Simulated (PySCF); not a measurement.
# Vertical excitation energies

C5H12F3P.
Geometry (PBE0-D3(BJ)/def2-SVP, Å), atoms numbered from 1 in this order:
```xyz
21
C5H12F3P angstrom
C      1.694    0.910    0.370
P      0.049   -0.054    0.049
C      0.932   -1.350   -0.928
C     -0.227   -0.283    1.862
C     -1.667   -0.882   -0.351
C     -0.668    1.528   -0.874
F      0.120    2.602   -0.873
F     -0.907    1.224   -2.160
F     -1.832    1.904   -0.325
H      2.390    0.244    0.905
H      2.172    1.228   -0.569
H      1.533    1.809    0.984
H      1.996   -1.414   -0.671
H      0.445   -2.328   -0.825
H      0.844   -1.038   -1.981
H     -0.844   -1.166    2.070
H      0.719   -0.325    2.417
H     -0.784    0.608    2.194
H     -1.877   -0.886   -1.431
H     -2.494   -0.361    0.153
H     -1.650   -1.925    0.002
```

Level of theory: TDDFT CAM-B3LYP/def2-SVPD, vertical, gas phase, core orbitals frozen in the response in PySCF.

Problem. List the vertical singlet excitations with oscillator strengths and describe the spectrum.

Solution. 

```
state  λ (nm)  E (eV)       f  main configurations (H = HOMO, L = LUMO)
   S1   210.2    5.90  0.0066                                 H→L (94%)
   S2   205.6    6.03   0.019                  H→L+1 (75%), H→L+6 (12%)
   S3   193.6    6.40   0.017                  H→L+3 (58%), H→L+4 (23%)
   S4   182.6    6.79   0.090                               H→L+2 (88%)
   S5   173.2    7.16  0.0002     H→L+4 (32%), H→L+3 (20%), H→L+5 (17%)
   S6   169.8    7.30  0.0037     H→L+5 (42%), H→L+6 (25%), H→L+1 (19%)
   S7   169.3    7.33   0.024     H→L+6 (45%), H→L+4 (28%), H→L+5 (11%)
   S8   165.0    7.51   0.058                  H→L+8 (73%), H→L+5 (17%)
   S9   160.0    7.75   0.032                               H→L+7 (91%)
  S10   156.7    7.91  0.0024                               H→L+9 (91%)
```

Triplets (Tamm–Dancoff): T1 5.64 eV, H→L+3 (50%), H→L+4 (19%), H→L+10 (11%); T2 5.66 eV, H→L+1 (61%), H→L+6 (20%), H→L+5 (10%); T3 5.83 eV, H→L (91%); T4 6.62 eV, H→L+2 (45%), H→L+8 (14%), H→L+6 (11%).

The lowest singlet lies at 5.90 eV (210 nm, ultraviolet) and is weak; its leading configuration is HOMO→LUMO (94%). The strongest level in the table is S4 at 6.79 eV (183 nm, f = 0.090). Löwdin shares by element: HOMO carbon 49% or more, phosphorus 18% (atoms not listed hold the other 33%); LUMO carbon 35% or more, hydrogen 6% or more (atoms not listed hold the other 59%). Weighted by f, the mean energy of these states is 7.04 eV. The oscillator strengths of these states sum to 0.253; summed over the whole spectrum of an exact calculation they would give the number of electrons, 84 (Thomas–Reiche–Kuhn). The listed states span 2.02 eV. The vertical ionisation energy (ΔSCF) is 8.11 eV, 0.19 eV above S10. The window holds the lowest 10 singlets.

Without π bonds the low states are Rydberg-like; a valence basis with one diffuse set may place them up to an eV too high.
